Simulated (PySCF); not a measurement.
2-bromofuran (C4H3BrO), SMILES Brc1ccco1.

The structure is a stationary point at ωB97X-D3(BJ)/def2-SVP.

The numbers are results of PBE/def2-TZVP (PySCF), not measurements.

Isolated molecule, no solvent.

```yaml
total_energy: -2803.00716 hartree
point_group: Cs
highest_occupied_level: -5.57 eV
lowest_empty_level: -1.02 eV
orbital_gap: 4.55 eV
dipole_moment: 1.41 D
quadrupole, principal values (traceless, Buckingham form, about the centre of nuclear charge): -6.87, 0.28, 6.59 D·Å
mean_static_polarisability: 67.2 bohr³ (9.96 Å³)
polarisability_principal_values: 42.0, 63.6, 96.1 bohr³
```
